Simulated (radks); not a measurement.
Values are calculated unless marked as measured or tabulated.
All-electron atom: Bi4+ in [Xe] 4f14 5d10 6s1. Code: a radial shooting solver on a logarithmic mesh with Libxc functionals. Model: Dirac Kohn-Sham, PBE, spin-unpolarised, spherical densities, finite nucleus; Fermi nuclear charge, rms radius 5.5211 fm.

Spin-orbit splittings of the eigenvalues, e(l+1/2) - e(l-1/2), with zeta = 2 splitting/(2l+1) and mean radii in bohr:

| shell | occ. | splitting (eV) | zeta (eV) | <r> j=l-1/2 | <r> j=l+1/2 |
|---|---|---|---|---|---|
| 2p | 6 | 2319 | 1546 | 0.05388 | 0.06293 |
| 3p | 6 | 519.3 | 346.2 | 0.1615 | 0.1780 |
| 3d | 10 | 110.1 | 44.05 | 0.1545 | 0.1595 |
| 4p | 6 | 128.0 | 85.32 | 0.3777 | 0.4124 |
| 4d | 10 | ? | ? | 0.4160 | 0.4271 |
| 4f | 14 | 5.493 | 1.569 | 0.4379 | 0.4441 |
| 5p | 6 | 24.70 | 16.47 | 0.8845 | 0.9725 |
| 5d | 10 | 3.110 | 1.244 | 1.184 | 1.221 |
| 5f | 0 | 0.09108 | 0.02602 | 2.744 | 2.768 |
| 6p | 0 | 3.645 | 2.430 | 2.212 | 2.406 |
| 6d | 0 | 0.4349 | 0.1739 | 3.177 | 3.236 |

Estimate the 4d splitting.

Answer. 23.89 eV (zeta = 9.558 eV).
